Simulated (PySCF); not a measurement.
A species of formula C7H14O2Si has this rotational fingerprint, computed with PBE0/pcSseg-1 in PySCF (dipole) on a GFN2-xTB geometry, gas phase:

```
Rotational constants : A = 1669, B = 987.0, C = 821.9 MHz
Dipole components    : |μa| = 2.24 D, |μb| = 0.33 D, |μc| = 2.06 D
Inertial defect      : -199.90 u·Å²
κ                    : -0.61
```

Question: Which structure is it? (One computed conformer of each.)
A. `[CH3:1][C:2](=[O:3])[C@@H:4]1[CH2:5][Si@H:6]([CH3:7])[O:8][C@@H:9]1[CH3:10]` with C1–C2–C4–C5 -137°, C2–C4–C5–Si6 -85°, C4–C5–Si6–C7 104°, C5–Si6–O8–C9 -8°, Si6–O8–C9–C10 155°
B. `[CH3:1][O:2][Si@@H:3]1[CH2:4][CH2:5][C@H:6]([CH2:7][CH:8]=[O:9])[CH2:10]1` with C1–O2–Si3–C4 -177°, C5–C6–C7–C8 61°, C6–C7–C8–O9 -135°, O2–Si3–C4–C5 -132°, Si3–C4–C5–C6 37°, C4–C5–C6–C7 70°, C5–C6–C10–Si3 37°
C. `[CH2:1]=[C:2]([CH3:3])[C@@:4]1([CH2:5][CH3:6])[CH2:7][O:8][SiH2:9][O:10]1` with C1–C2–C4–C5 -76°, C2–C4–C5–C6 -177°, C2–C4–C7–O8 136°, C4–C7–O8–Si9 -16°, C7–O8–Si9–O10 9°, O8–Si9–O10–C4 1°
D. `[CH3:1][CH2:2][CH2:3][Si@@H:4]1[CH2:5][CH2:6][C@@H:7]1[O:8][CH:9]=[O:10]` with C1–C2–C3–Si4 179°, C2–C3–Si4–C5 52°, C6–C7–O8–C9 -142°, C7–O8–C9–O10 0°, C3–Si4–C5–C6 -103°, Si4–C5–C6–C7 -18°, C5–C6–C7–O8 140°, C3–Si4–C7–C6 90°

Answer: A. It is CC(=O)[C@@H]1C[Si@H](C)O[C@@H]1C, an asymmetric top, point group C1. The candidates at the same level (rigid rotor, commonest isotopes):

| SMILES | A (MHz) | B (MHz) | C (MHz) | μa (D) | μb (D) | μc (D) | Δ (u·Å²) | point group | rotor |
| --- | --- | --- | --- | --- | --- | --- | --- | --- | --- |
| CO[Si@@H]1CC[C@H](CC=O)C1 | 1770 | 682.7 | 613.2 | 2.40 | 1.52 | 2.45 | -201.72 | C1 | asymmetric top |
| C=C(C)[C@@]1(CC)CO[SiH2]O1 | 1577 | 994.4 | 859.1 | 0.55 | 0.34 | 0.24 | -240.43 | C1 | asymmetric top |
| CCC[Si@@H]1CC[C@@H]1OC=O | 1342 | 980.3 | 763.7 | 0.01 | 0.33 | 1.20 | -230.39 | C1 | asymmetric top |
| CC(=O)[C@@H]1C[Si@H](C)O[C@@H]1C | 1669 | 987.0 | 821.9 | 2.24 | 0.33 | 2.06 | -199.90 | C1 | asymmetric top |

`CCC[Si@@H]1CC[C@@H]1OC=O` has A 20 % too low; `C=C(C)[C@@]1(CC)CO[SiH2]O1` has A 6 % too low; `CO[Si@@H]1CC[C@H](CC=O)C1` has B 31 % too low. No structure here is proved a minimum.
